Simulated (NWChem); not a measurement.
Species: Ag$_{2}$; SMILES [Ag][Ag]

All runs: NWChem. Structure relaxed at the PBE0/def2-SVP level. def2 effective core potentials on Ag; no spin-orbit coupling. Static field.

```json
[
 {"level": "PBE/def2-SVPD", "isotropic polarisability (bohr³)": "86.1", "anisotropy (bohr³)": "65.1"},
 {"level": "B3LYP/def2-SVPD", "isotropic polarisability (bohr³)": "88.9", "anisotropy (bohr³)": "67.1"},
 {"level": "BHandHLYP/def2-SVPD", "isotropic polarisability (bohr³)": "95.9", "anisotropy (bohr³)": "67.5"},
 {"level": "CAM-B3LYP/def2-SVPD", "isotropic polarisability (bohr³)": "91.5", "anisotropy (bohr³)": "65.8"}
]
```
